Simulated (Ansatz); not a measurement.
C₁₉H₁₅Br⁻ (relaxed from a model of trityl bromide, whose bonding it doesn't keep). The state is a doublet with charge -1. Geometry r2SCAN-D4/def2-SVP, that of the neutral singlet; atoms count from 1.

```xyz
35

Br    1.6514   -1.3454   -1.9683
C     2.7979   -0.0565    3.0865
C     2.1414    1.0611    2.5704
C     1.4173    0.9682    1.3754
C     1.3408   -0.2477    0.6792
C     0.4764   -0.3873   -0.5671
C     0.1020    0.9574   -1.1771
C     1.0955    1.7960   -1.7148
C     0.7754    3.0636   -2.1976
C    -0.5462    3.5246   -2.1498
C    -1.5376    2.7061   -1.6078
C    -1.2179    1.4316   -1.1243
C    -0.7342   -1.2846   -0.3431
C    -1.4769   -1.7628   -1.4379
C    -2.6374   -2.5093   -1.2419
C    -3.0856   -2.7909    0.0547
C    -2.3632   -2.3119    1.1480
C    -1.1958   -1.5638    0.9526
C     1.9982   -1.3707    1.2144
C     2.7198   -1.2765    2.4028
H     3.3683    0.0190    4.0172
H     2.1908    2.0197    3.0957
H     0.9000    1.8503    0.9910
H     2.1280    1.4387   -1.7609
H     1.5630    3.6952   -2.6197
H    -0.7987    4.5177   -2.5336
H    -2.5739    3.0543   -1.5607
H    -2.0048    0.8075   -0.6947
H    -1.1292   -1.5507   -2.4527
H    -3.1944   -2.8786   -2.1084
H    -3.9941   -3.3809    0.2087
H    -2.7032   -2.5209    2.1668
H    -0.6478   -1.1873    1.8194
H     1.9453   -2.3242    0.6814
H     3.2296   -2.1610    2.7964
```

Single mean-field runs in def2-TZVP are fitted with def2-universal-jkfit. The highest occupied level of the charge -1 doublet lies above zero (up to 0.96 eV). By energy differences its removal costs 0.33 eV (vertical, to the charge 0 singlet, at PBE0-D4/def2-TZVP); self-interaction error and the lack of diffuse functions both raise the level.

(1) Estimate the Mulliken populations of the heavy atoms from the PBE0/def2-TZVP orbitals of Ansatz.

(2) Where does the spin sit?

(3) And the Mayer bond orders between bonded heavy atoms (over 0.3)?

Results:

(1) 
```json
{"atom": "Br1", "charge (e)": "-0.44", "spin (α − β)": "0.26"}
{"atom": "C2", "charge (e)": "-0.14", "spin (α − β)": "0.07"}
{"atom": "C3", "charge (e)": "-0.16", "spin (α − β)": "0.03"}
{"atom": "C4", "charge (e)": "-0.13", "spin (α − β)": "0.00"}
{"atom": "C5", "charge (e)": "-0.07", "spin (α − β)": "0.00"}
{"atom": "C6", "charge (e)": "0.55", "spin (α − β)": "0.26"}
{"atom": "C7", "charge (e)": "-0.07", "spin (α − β)": "0.00"}
{"atom": "C8", "charge (e)": "-0.24", "spin (α − β)": "0.11"}
{"atom": "C9", "charge (e)": "-0.09", "spin (α − β)": "-0.03"}
{"atom": "C10", "charge (e)": "-0.14", "spin (α − β)": "0.07"}
{"atom": "C11", "charge (e)": "-0.16", "spin (α − β)": "0.03"}
{"atom": "C12", "charge (e)": "-0.13", "spin (α − β)": "0.00"}
{"atom": "C13", "charge (e)": "-0.07", "spin (α − β)": "0.00"}
{"atom": "C14", "charge (e)": "-0.24", "spin (α − β)": "0.11"}
{"atom": "C15", "charge (e)": "-0.10", "spin (α − β)": "-0.03"}
{"atom": "C16", "charge (e)": "-0.14", "spin (α − β)": "0.07"}
{"atom": "C17", "charge (e)": "-0.16", "spin (α − β)": "0.03"}
{"atom": "C18", "charge (e)": "-0.13", "spin (α − β)": "0.00"}
{"atom": "C19", "charge (e)": "-0.24", "spin (α − β)": "0.11"}
{"atom": "C20", "charge (e)": "-0.09", "spin (α − β)": "-0.03"}
```
Mulliken values and Mayer orders depend strongly on the basis.

(2) Summed by element: Br 0.26, C 0.78, H -0.04, of 1 unpaired in all. Largest on single atoms: C6 0.26, Br1 0.26, C19 0.11.

(3) Br1–C6 0.59 (2.06 Å); C2–C3 1.36 (1.40 Å); C2–C20 1.40 (1.40 Å); C3–C4 1.44 (1.40 Å); C4–C5 1.37 (1.40 Å); C5–C6 1.00 (1.52 Å); C5–C19 1.37 (1.41 Å); C6–C7 0.99 (1.52 Å); C6–C13 1.00 (1.52 Å); C7–C8 1.37 (1.41 Å); C7–C12 1.37 (1.40 Å); C8–C9 1.43 (1.39 Å); C9–C10 1.40 (1.40 Å); C10–C11 1.36 (1.40 Å); C11–C12 1.44 (1.40 Å); C13–C14 1.37 (1.41 Å); C13–C18 1.38 (1.40 Å); C14–C15 1.43 (1.39 Å); C15–C16 1.40 (1.40 Å); C16–C17 1.36 (1.40 Å); C17–C18 1.44 (1.40 Å); C19–C20 1.43 (1.39 Å).
